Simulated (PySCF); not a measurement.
Compound: C7H12BF3.
InChI=1S/C7H12BF3/c8-6-3-1-5(2-4-6)7(9,10)11/h5-6H,1-4,8H2/t5-,6-

Computed with TDDFT B3LYP/def2-SVPD, vertical, gas phase, core orbitals frozen in the response in PySCF 2.14.0, density-fitted response routines. Isolated species at its PBE0-D3(BJ)/def2-SVP geometry (one conformer only).

Problem. List the vertical singlet excitations with oscillator strengths and describe the spectrum.

Solution. 

```tsv
state	E (eV)	E (hartree)	f	main configurations (H = HOMO, L = LUMO)
S1	5.29	0.1945	0.0088	H→L (95%)
S2	5.65	0.2077	0.0012	H-1→L (76%), H-2→L (14%), H-3→L (9%)
S3	6.28	0.2307	0.010	H-2→L (70%), H-1→L (20%)
S4	6.55	0.2407	0.0015	H-3→L (76%), H-2→L (14%)
S5	7.22	0.2652	0.0006	H-4→L (99%)
S6	7.45	0.2736	0.015	H-5→L (92%)
S7	7.61	0.2796	0.0043	H-6→L (93%)
S8	7.77	0.2857	0.0006	H→L+1 (96%)
S9	8.05	0.2959	0.012	H→L+2 (96%)
S10	8.14	0.2993	0.012	H-1→L+1 (97%)
```

Triplets (Tamm–Dancoff): T1 4.82 eV, H→L (93%); T2 5.10 eV, H-1→L (56%), H-3→L (20%), H-2→L (18%); T3 6.06 eV, H-2→L (61%), H-1→L (31%); T4 6.39 eV, H-3→L (62%), H-2→L (16%), H-1→L (11%).

The lowest singlet lies at 5.29 eV (234 nm, ultraviolet) and is weak; its leading configuration is HOMO→LUMO (95%). The most intense listed level is S6 at 7.45 eV (167 nm, f = 0.015), 2.15 eV above S1. Löwdin shares by element: HOMO carbon 42% or more, boron 20% (atoms not listed hold the other 38%); LUMO boron 53%, hydrogen 21% or more, carbon 10% or more (atoms not listed hold the other 16%). Orbital energies (eV): HOMO-3 -9.35, HOMO-2 -9.04, HOMO-1 -8.70, HOMO -8.33, LUMO -1.76, LUMO+1 0.28, LUMO+2 0.60. Of the 10 states listed, 4 reach f = 0.01 and none stays under 0.0005. The listed states span 2.85 eV, and the widest gap between neighbours is 0.67 eV (S4 to S5). The window holds the lowest 10 singlets.

Hardware: one thread, Arm Neoverse V1 (aarch64), shared host with 32 logical CPUs at a one-minute load of 9.2. Cost: 2.1 min, 1.4 GiB resident at most.
